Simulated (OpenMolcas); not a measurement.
Zr2+ (d2) among equal point charges was computed by CASSCF with the d shell active (OpenMolcas, ANO-RCC-VDZP on the metal). Its lowest spin-free states, and all those of the highest spin:

```json
{"2S+1": "3", "Degeneracy": "1", "E (cm-1)": "0.0"}
{"2S+1": "3", "Degeneracy": "2", "E (cm-1)": "3019"}
{"2S+1": "1", "Degeneracy": "2", "E (cm-1)": "7050"}
{"2S+1": "1", "Degeneracy": "1", "E (cm-1)": "9900"}
{"2S+1": "1", "Degeneracy": "2", "E (cm-1)": "11141"}
{"2S+1": "3", "Degeneracy": "1", "E (cm-1)": "17246"}
{"2S+1": "3", "Degeneracy": "2", "E (cm-1)": "18819"}
{"2S+1": "1", "Degeneracy": "1", "E (cm-1)": "21670"}
{"2S+1": "3", "Degeneracy": "1", "E (cm-1)": "23156"}
{"2S+1": "1", "Degeneracy": "2", "E (cm-1)": "26848"}
{"2S+1": "1", "Degeneracy": "1", "E (cm-1)": "27160"}
{"2S+1": "3", "Degeneracy": "2", "E (cm-1)": "28570"}
{"2S+1": "3", "Degeneracy": "1", "E (cm-1)": "39024"}
```

Is the site octahedral, tetrahedral or cube-like, axial, or of lower symmetry?

The states with 2S+1 = 3 have orbital degeneracies 1, 2, 1, 2, 1, 2, 1. There are pairs but no triples, so the site is axial: not cubic, but with a proper or improper axis of order three or more. The run had Zr2+ among 6 point charges of -1.7 e arranged as a trigonal antiprism (D3d), 2.25 Å from the ion, with a polar angle of 51.5° against the regular 54.74°. The active orbitals were held to one l.

Without dynamic correlation the repulsion within the d shell is too large (B by tens of per cent), so at a given field states of lower spin stand too high. Point charges carry no covalency, so the field is a model and not that of real ligands. No measured value stands beside these numbers.
